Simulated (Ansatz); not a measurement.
PBE exchange is replaced step by step with exact exchange (0 % is PBE, 25 % PBE0; no dispersion term), basis def2-TZVPD, Ansatz. System: the cluster In₂Ga⁻ (the lowest singlet isomer of a short search). Charge -1, multiplicity 1. Geometry: r2SCAN-D4/def2-TZVPD.

Geometry of the singlet:

```tsv
atom	x (Å)	y (Å)	z (Å)
Ga1	-0.8193	-1.1769	-0.2995
In2	0.4750	0.9071	-1.2813
In3	0.3443	0.2698	1.5807
```

In the def2 sets In takes a core potential; there is no spin–orbit coupling. At PBE-D4/def2-TZVPD, PBE0-D4/def2-TZVPD the restricted singlet is unstable: a solution with broken spin symmetry lies lower. At PBE-D4/def2-TZVPD, PBE with 5 % exact exchange/def2-TZVPD, PBE with 10 % exact exchange/def2-TZVPD the highest occupied level of the charge -1 singlet lies above zero (up to 0.31 eV). Its loss leaves the charge 0 doublet, which lies 1.57 eV higher (vertical, at PBE-D4/def2-TZVPD), but this difference is unsure: the doublet is doubtful (geometry relaxed on an unsound state). The restricted singlet is unstable towards broken spin symmetry at other levels; at PBE with 5 % exact exchange/def2-TZVPD, PBE with 10 % exact exchange/def2-TZVPD, PBE with 15 % exact exchange/def2-TZVPD, PBE with 35 % exact exchange/def2-TZVPD and others this wasn't settled. The geometry of the singlet was relaxed on an unsound state (restricted singlet, unstable towards broken spin symmetry). At PBE0-D4/def2-TZVPD a triplet of charge -1 lies 0.08 eV below the restricted singlet, each at its own geometry. The structure comes from a short search, and lower isomers may exist.

```tsv
exact exchange (%)	HOMO (eV)	LUMO (eV)	gap (eV)
0	0.31	0.62	0.31
5	0.20	0.73	0.54
10	0.08	0.84	0.76
15	-0.04	0.95	0.99
25	-0.28	1.17	1.45
35	-0.52	1.39	1.92
50	-0.90	1.72	2.62
```
